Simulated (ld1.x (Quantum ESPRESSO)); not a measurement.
## Before and after: RRKJ potential for fluorine (F)

- Element: fluorine (F)
- Generator: ld1.x (Quantum ESPRESSO) 7.5
- Type: norm-conserving RRKJ (Kleinman–Bylander form)
- Functional: PBE
- Relativity: scalar-relativistic
- Frozen core: [He]
- Valence charge: 7
- Reference configuration: 2s1.5 2p5.5
- Partial waves: 2s (bound): rc 0.65 bohr; 2p (bound): rc 1.90 bohr
- Local potential: all-electron potential smoothed inside 0.65 bohr (lloc = -1)
- Core correction: a·sin(br)/r model core, default radius (core density twice the valence density)

All-electron outer shells of the reference configuration (PBE, scalar-relativistic, ld1.x):

| shell | level (eV) | outermost node (bohr) | outermost maximum (bohr) |
| --- | --- | --- | --- |
| 1s | -663.69 | – | 0.11 |
| 2s | -30.14 | 0.24 | 0.76 |
| 2p | -11.33 | – | 0.71 |

Change: type TM; local potential the s channel.

Cutoffs: the cutoffs (Ry, on a coarse ladder) from which the occupation-weighted sum of valence levels, in a spherical-Bessel basis at the reference potential, stays within 10 and 1 mRy of its value at 400 Ry; they do not see the model core or the augmentation charge, which bear on the density cutoff. Errors are all-electron minus pseudo energies relative to the spin-unpolarised reference configuration.

What does the change do?

The potential gets neither clearly harder nor softer (140 Ry and 200 Ry → 100 Ry and 260 Ry); of the 7 tests that both files solve, the error grows in 0 and shrinks in 7 by more than 15 % and 0.3 meV (median size 99.8 → 84.3 meV); neither file shows a bound ghost.

| quantity | base | changed |
| --- | --- | --- |
| cutoff, loose | 140 Ry | 100 Ry |
| cutoff, tight | 200 Ry | 260 Ry |
| loose cutoff by channel (10 mRy a level) | s 140 Ry, p 30 Ry | p 40 Ry, s 90 Ry |
| bound ghosts | none | none |
| error for 2s2 2p5, meV [ΔE -9.40 eV] | -13 | -5.4 |
| error for 2s2 2p4, meV [ΔE 9.99 eV] | +298 | +203 |
| error for 2s2 2p3, meV [ΔE 48.37 eV] | +1511 | +1018 |
| error for 2s2 2p4.5, meV [ΔE -1.86 eV] | +82 | +59 |
| error for 2s2 2p2, meV [ΔE 109.01 eV] | +4697 | +3246 |
| error for 2s1 2p5, meV [ΔE 29.09 eV] | -100 | -84 |
| error for 2s2 2p5.3, meV [ΔE -12.07 eV] | -42 | -25 |
| s: phases at 2.06 bohr within 0.05 rad from the reference energy up to (Ry; the scan ends near 5) | to the end of the scan | to the end of the scan |
| p: phases at 2.06 bohr within 0.05 rad from the reference energy up to (Ry; the scan ends near 5) | 1.2 | 1.5 |
